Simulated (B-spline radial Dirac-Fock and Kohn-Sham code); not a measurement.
**X-ray scattering factor of Cd²⁺**

System: cadmium as Cd²⁺, [Kr] 4d10.

Calculated with a B-spline atomic structure program, using Dirac-Fock orbitals of the configuration average with a finite nucleus. f₀ is the Fourier transform of the spherical electron density, S the Waller-Hartree incoherent function, and s = sin θ/λ.

```tsv
s (Å⁻¹)	f₀	S	tabulated f₀
0	46.000	0.000	45.993
0.05	45.471	0.568	45.454
0.1	43.971	2.070	43.928
0.15	41.729	4.059	41.655
0.2	39.042	6.126	38.948
0.25	36.192	8.066	36.101
0.3	33.401	9.849	33.337
0.35	30.811	11.519	30.787
0.4	28.498	13.120	28.507
0.45	26.483	14.670	26.510
0.5	24.755	16.167	24.785
0.6	22.030	18.951	22.046
0.7	20.009	21.376	20.024
0.8	18.401	23.413	18.419
0.9	17.005	25.113	17.006
1	15.706	26.558	15.677
1.1	14.459	27.823	14.405
1.2	13.258	28.960	13.197
1.4	11.060	30.964	11.036
1.6	9.247	32.687	9.269
1.8	7.865	34.171	7.902
2	6.870	35.450	6.885
2.5	5.462	37.939	5.383
3	4.665	39.724	4.573
3.5	3.976	41.048	3.947
4	3.328	42.040	3.376
5	2.303	43.327	2.384
6	1.697	44.056	1.650
```

Tabulated f₀: the analytical fit of Waasmaier and Kirfel, Acta Cryst. A51, 416 (1995). These are calculations too.

f₀ starts at the number of electrons, 46, and has fallen to half at s ≈ 0.56 Å⁻¹. The sum of ⟨r²⟩ over the electrons is 29.14 bohr².
